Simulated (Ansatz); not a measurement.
Reaction (ligand exchange at a B–O bond): `[CH3][AlH][O]BN` + `N=CO` → `N=COBN` + `[CH3][AlH][OH]`

Computed with Ansatz on PBE0-D4/def2-TZVP structures; ΔE is electronic, products minus reactants. CCSD(T)/CBS is the MP2 limit (def2-TZVPP, def2-QZVPP) plus CCSD(T) − MP2 in def2-TZVPP, frozen cores. This one scheme is used for every species. Functionals use def2-TZVPP. B3LYP here is the variant with VWN-RPA as its local correlation; programs differ in this. One conformer a species, not always the lowest.

(1) Is it downhill or uphill in electronic energy at CCSD(T)/CBS, and by how much? (Best estimate.)

(2) What do these levels give: PBE-D4, ωB97X-V, PBE, r2SCAN, B3LYP, MP2/CBS(def2)? (An estimate is asked.)

Largest T1 diagnostic among the species: 0.014.

## Answers

(1) Ansatz gave: Uphill: ΔE = +13.1 kJ/mol.

(2) Ansatz gave: PBE-D4 14.9, ωB97X-V 15.7, PBE 16.9, r2SCAN 18.1, B3LYP 19.4, MP2/CBS(def2) 12.7 kJ/mol.

In def2-TZVPP, CCSD(T) changes the Hartree–Fock value by −12.9 kJ/mol (the triples alone add −2.2 kJ/mol) and MP2 by −13.2 kJ/mol. The D4 term adds −3.3 kJ/mol with B3LYP and −1.5 kJ/mol with PBE0; it sums over pairs of atoms, weighted by their polarisabilities, and B3LYP, whose exchange is more repulsive, gets the larger term.
